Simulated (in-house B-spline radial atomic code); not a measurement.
Whole-atom quantities along the 61-electron series, configuration [Xe] 4f7. Breit and QED terms are first order and not part of the total energy; the density at the nucleus is averaged over the nuclear charge. Computed with a B-spline radial code for spherical atoms: Dirac-Hartree-Fock, average of the configuration, finite nuclei.

| ion | Z | E/Z² (Eh) | Σ<r²> (bohr²) | n(0)/Z³ (bohr⁻³) | Lamb diamagnetic shielding (ppm) | repulsion over attraction | Breit energy (eV) | self-energy (eV) | vacuum polarisation (eV) | Dirac less non-relativistic energy (Eh) |
| --- | --- | --- | --- | --- | --- | --- | --- | --- | --- | --- |
| Eu2+ | 63 | -2.7327 | 39.68 | 2.174 | 7492.66 | 0.14876 | 263.42 | 208.56 | -32.136 | -423.38 |
| Gd3+ | 64 | -2.7522 | 35.101 | 2.246 | 7666.64 | 0.14756 | 278.1 | 221 | -34.538 | -454.06 |
| Tb4+ | 65 | -2.7715 | 31.56 | 2.3383 | 7841.37 | 0.14626 | 293.38 | 234.02 | -37.105 | -486.56 |
